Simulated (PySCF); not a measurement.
**Dipole response of Cu²⁺ (copper, charge +2)**

[Ar] 3d8 4s1, high-spin 4F determinant (an excited configuration). Calculation: PySCF 2.14, in aug-cc-pVDZ-DK (7s6p4d2f, 59 functions); scalar relativity by spin-free X2C-1e. Coupled (time-dependent) response in atomic units; α is the mean over directions. A double-zeta set is small for polarisabilities.

```tsv
method	mean α (bohr³)	C₆ (like pair)	S(−4)
wB97X	12.31	41.77	131.5
```

S(−4) is the Cauchy moment in α(ω) = α(0) + S(−4) ω² + …

α(iu) at wB97X:

| u (hartree) | α(iu) (bohr³) |
| --- | --- |
| 0 | 12.31 |
| 0.0500 | 11.99 |
| 0.100 | 11.14 |
| 0.200 | 8.796 |
| 0.300 | 6.708 |
| 0.500 | 4.198 |
| 0.750 | 2.775 |
| 1.00 | 2.070 |
| 1.50 | 1.372 |
| 2.00 | 1.014 |
| 3.00 | 0.6414 |
| 5.00 | 0.3362 |

A single London oscillator, α(iu) = α/(1 + u²/ω²), gives C₆ = (3/4) ω α². Matching the computed C₆ needs ω = 4 × 41.77 / (3 × 12.31²) = 0.368 hartree.

For an ion, C₆ is the dispersion term alone; charge-induced terms of lower order in 1/R come first.
